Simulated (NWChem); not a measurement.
System: Si$_{4}$H$_{9}$, doublet; SMILES [SiH2][SiH]([SiH3])[SiH3]

Here is an NWChem input.

```
start job
memory heap 200 mb stack 900 mb global 1100 mb
geometry units angstroms noautosym nocenter noautoz
  Si    -1.590339     1.651038     0.171602
  Si    -0.032147     0.061882    -0.564876
  Si    -0.565229    -2.106513     0.210722
  Si     2.147571     0.683599     0.083626
  H     -2.991682     1.372134    -0.263464
  H     -1.581317     1.842901     1.652483
  H     -0.086924     0.041269    -2.058321
  H      0.406831    -3.112809    -0.304045
  H     -1.930984    -2.498271    -0.234597
  H     -0.527522    -2.137530     1.698857
  H      3.139456    -0.322053    -0.389094
  H      2.511413     2.010637    -0.485221
  H      2.238610     0.767073     1.567765
end
basis spherical
  Si library 6-31g*
  H library 6-31g*
end
dft
  odft
  mult 2
  xc hfexch
  iterations 150
end
property
  hyperfine
end
task dft property
```

Parts of the log:

```
             Northwest Computational Chemistry Package (NWChem) 7.3.0
             --------------------------------------------------------

                             Geometry "geometry" -> ""
                             -------------------------

 Output coordinates in angstroms (scale by  1.889725989 to convert to a.u.)

  No.       Tag          Charge          X              Y              Z
 ---- ---------------- ---------- -------------- -------------- --------------
    1 Si                  14.0000    -1.59033900     1.65103800     0.17160200
    2 Si                  14.0000    -0.03214700     0.06188200    -0.56487600
    3 Si                  14.0000    -0.56522900    -2.10651300     0.21072200
    4 Si                  14.0000     2.14757100     0.68359900     0.08362600
    5 H                    1.0000    -2.99168200     1.37213400    -0.26346400
    6 H                    1.0000    -1.58131700     1.84290100     1.65248300
    7 H                    1.0000    -0.08692400     0.04126900    -2.05832100
    8 H                    1.0000     0.40683100    -3.11280900    -0.30404500
    9 H                    1.0000    -1.93098400    -2.49827100    -0.23459700
   10 H                    1.0000    -0.52752200    -2.13753000     1.69885700
   11 H                    1.0000     3.13945600    -0.32205300    -0.38909400
   12 H                    1.0000     2.51141300     2.01063700    -0.48522100
   13 H                    1.0000     2.23861000     0.76707300     1.56776500

 Effective nuclear repulsion energy (a.u.)     313.8206600358

  xc_inp: hfexch multiplicative factor not found.
                              NWChem Property Module
                              ----------------------

  itol2e modified to match energy
  convergence criterion.

                                 NWChem DFT Module
                                 -----------------

 Summary of "ao basis" -> "ao basis" (spherical)
 ------------------------------------------------------------------------------
       Tag                 Description            Shells   Functions and Types
 ---------------- ------------------------------  ------  ---------------------
 Si                          6-31g*                  8       18   4s3p1d
 H                           6-31g*                  2        2   2s

  itol2e modified to match energy
  convergence criterion.

            General Information
            -------------------
          SCF calculation type: DFT
          Wavefunction type:  spin polarized.
          No. of atoms     :    13
          No. of electrons :    65
           Alpha electrons :    33
            Beta electrons :    32
          Charge           :     0
          Spin multiplicity:     2
          Use of symmetry is: off; symmetry adaption is: off
          Maximum number of iterations: 150
          AO basis - number of functions:    90
                     number of shells:    50
          Convergence on energy requested:  1.00D-07
          Convergence on density requested:  1.00D-05
          Convergence on gradient requested:  5.00D-04

              XC Information
              --------------
                     Hartree-Fock (Exact) Exchange  1.000

      Superposition of Atomic Density Guess
      -------------------------------------

 Sum of atomic energies:       -1159.75332294

      Non-variational initial energy
      ------------------------------

 Total energy =   -1160.925680
 1-e energy   =   -2232.438913
 2-e energy   =     757.692573
 HOMO         =      -0.138047
 LUMO         =       0.045914

[...]

          ----------------------
          Hyperfine Interactions
          ----------------------

 Total Spin Density (Fermi Contact Term)
 ------------------ --------------------
     Atom            x         y         z       Density (a.u.)      Aiso(MHz)     Aiso(Gauss)
     1  29-Si    -3.00530   3.12001   0.32428       0.489335       -434.885362    -155.177649
     2  29-Si    -0.06075   0.11694  -1.06746      -0.003317          2.947718       1.051817
     3  29-Si    -1.06813  -3.98073   0.39821       0.048167        -42.807484     -15.274749
     4  29-Si     4.05832   1.29181   0.15803      -0.002139          1.900580       0.678173
     5   1-H     -5.65346   2.59296  -0.49787      -0.004926        -22.019223      -7.856993
     6   1-H     -2.98826   3.48258   3.12274      -0.005454        -24.379507      -8.699200
     7   1-H     -0.16426   0.07799  -3.88966      -0.000467         -2.086056      -0.744356
     8   1-H      0.76880  -5.88236  -0.57456       0.004075         18.215888       6.499871
     9   1-H     -3.64903  -4.72105  -0.44332      -0.000761         -3.402553      -1.214114
    10   1-H     -0.99687  -4.03935   3.21037      -0.000799         -3.573506      -1.275114
    11   1-H      5.93271  -0.60859  -0.73528      -0.000619         -2.767233      -0.987416
    12   1-H      4.74588   3.79955  -0.91693      -0.000146         -0.650405      -0.232080
    13   1-H      4.23036   1.44956   2.96265       0.000179          0.802119       0.286216

           -------------------------------------------
           Anisotropic Interaction (Spin-Dipolar Term)
           -------------------------------------------

 ------------------------------------------------------------
     Atom            x         y         z
 ------------------------------------------------------------
     1  29-Si    -3.00530   3.12001   0.32428

   Spin-Dipolar term (a.u.)
        xx             yy             zz             xy             xz             yz
 ------------------------------------------------------------------------------------------
      -0.563022       0.917271      -0.354249       0.449983      -0.196244      -0.721421

   Principal Comp. of -hf- tensor (au)            Anisotropic -hfcc- (MHz)               Anisotropic -hfcc- (Gauss)
 --------------------------------------------------------------------------------------------------------------------------
     -0.691225     1.367883    -0.676658      73.327929  -145.110581    71.782652      26.165184   -51.778976    25.613792

   Orientation of the principal axis of Hyperfine Tensor w.r.t absolute (molecular) frame
 --------------------------------------------------------------------------------------------------------------------------
      0.848149     0.246385     0.468976
     -0.395401     0.883582     0.250882
     -0.352565    -0.398219     0.846829

 ------------------------------------------------------------
     Atom            x         y         z
 ------------------------------------------------------------
     2  29-Si    -0.06075   0.11694  -1.06746

   Spin-Dipolar term (a.u.)
        xx             yy             zz             xy             xz             yz
 ------------------------------------------------------------------------------------------
       0.014917      -0.021341       0.006424      -0.024991      -0.007455       0.032897

   Principal Comp. of -hf- tensor (au)            Anisotropic -hfcc- (MHz)               Anisotropic -hfcc- (Gauss)
 --------------------------------------------------------------------------------------------------------------------------
      0.043843    -0.048004     0.004161      -4.651051     5.092452    -0.441401      -1.659608     1.817110    -0.157503

   Orientation of the principal axis of Hyperfine Tensor w.r.t absolute (molecular) frame
 --------------------------------------------------------------------------------------------------------------------------
      0.610158     0.277513     0.742087
     -0.530779     0.838563     0.122825
     -0.588201    -0.468827     0.658954

 ------------------------------------------------------------
     Atom            x         y         z
 ------------------------------------------------------------
     3  29-Si    -1.06813  -3.98073   0.39821

   Spin-Dipolar term (a.u.)
        xx             yy             zz             xy             xz             yz
 ------------------------------------------------------------------------------------------
      -0.029127       0.046543      -0.017416       0.035924      -0.007710      -0.040409

   Principal Comp. of -hf- tensor (au)            Anisotropic -hfcc- (MHz)               Anisotropic -hfcc- (Gauss)
 --------------------------------------------------------------------------------------------------------------------------
     -0.047524     0.078057    -0.030533       5.041554    -8.280644     3.239090       1.798949    -2.954735     1.155786

   Orientation of the principal axis of Hyperfine Tensor w.r.t absolute (molecular) frame
 --------------------------------------------------------------------------------------------------------------------------
      0.749704     0.317636     0.580561
     -0.481387     0.863739     0.149068
     -0.454104    -0.391232     0.800454

 ------------------------------------------------------------
     Atom            x         y         z
 ------------------------------------------------------------
     4  29-Si     4.05832   1.29181   0.15803

   Spin-Dipolar term (a.u.)
        xx             yy             zz             xy             xz             yz
 ------------------------------------------------------------------------------------------
       0.000152       0.000910      -0.001063      -0.007119      -0.002924      -0.001553

[...]
```

Level: UHF/6-31G* (spherical d), contact and dipolar terms. Geometry: optimised at B3LYP/6-31G* (spherical d), spin-unrestricted. No stability test was run on the SCF state.
